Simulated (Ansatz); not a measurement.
`N[SiH2]C[SeH]` + `C[SiH2]O` → `C[SiH2]O[SiH2]N` + `C[SeH]`  (ligand exchange at the Si–C bond)

Calculated with Ansatz (gas phase, PBE0-D4/def2-TZVP geometries, no zero-point term in ΔE). CCSD(T)/CBS is the MP2 limit (def2-TZVPP, def2-QZVPP) plus CCSD(T) − MP2 in def2-TZVPP, frozen cores. This one scheme is used for every species. Functionals use def2-TZVPP. For Se outer-core shells are correlated without core-valence functions, which leaves a few kJ/mol of doubt a bond. Scalar relativity is left out up to krypton. Each species was taken in one conformer, which may not be the lowest.

Problem. Is it downhill or uphill in electronic energy at CCSD(T)/CBS, and by how much? (An estimate is asked.)

Solution. The calculation gave: Downhill: ΔE = -29.0 kcal/mol.

Problem. What do these levels give: PBE-D4, B2PLYP, PBE, CCSD(T)/def2-TZVPP, SCS-MP2/def2-QZVPP, CCSD/CBS(def2)? (Estimate.)

Solution. Computed: PBE-D4 -26.3, B2PLYP -30.9, PBE -26.8, CCSD(T)/def2-TZVPP -29.4, SCS-MP2/def2-QZVPP -30.5, CCSD/CBS(def2) -29.9 kcal/mol.

Largest T1 diagnostic among the species: 0.011.

From PBE to PBE0 (25 % exact exchange), in def2-TZVPP and without D4, ΔE moves by −1.2 kcal/mol. In def2-TZVPP, CCSD(T) changes the Hartree–Fock value by +6.2 kcal/mol (the triples alone add +0.9 kcal/mol) and MP2 by +6.4 kcal/mol. The D4 term adds +0.9 kcal/mol with B3LYP and +0.4 kcal/mol with PBE0; it sums over pairs of atoms, weighted by their polarisabilities, and B3LYP, whose exchange is more repulsive, gets the larger term.

B3LYP here is the variant with VWN-RPA as its local correlation; programs differ in this.
